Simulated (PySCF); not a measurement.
**Correlation energy of V²¹⁺ (vanadium, charge +21)**

Starting occupation: 1s2. Computed with PySCF 2.14 in an even-tempered Gaussian basis (17 s from 2.3 bohr⁻², ratio 2.6; 11 p from 2.9 bohr⁻², ratio 2.6; 6 d from 3 bohr⁻², ratio 2.8; 3 f from 140 bohr⁻², ratio 2.8), with X2C-1e with screened-nucleus spin-orbit coupling, Gaussian nucleus. Frozen: nothing; 2 electrons correlated; the 34 highest virtual spinors left out.

Total MP2 correlation energy: -46.55 mhartree.

With two correlated electrons CCSD is exact within the correlated space (frozen core and kept virtual orbitals).

The virtual space was cut to 52 spinors, which keep -44.09 of the -46.55 mhartree of MP2 correlation.

```json
{"level": "CCSD", "correlation energy (mhartree)": "-44.74"}
```

Diagnostics: T1 = 4.7e-06, largest double amplitude 0.003.

Problem. Is a single reference adequate?

Solution. Yes: T1 lies below 0.03 and no double amplitude reaches 0.07.

The coupled-cluster values are those of the cut space; adding the MP2 remainder, -2.46 mhartree, estimates the full space.
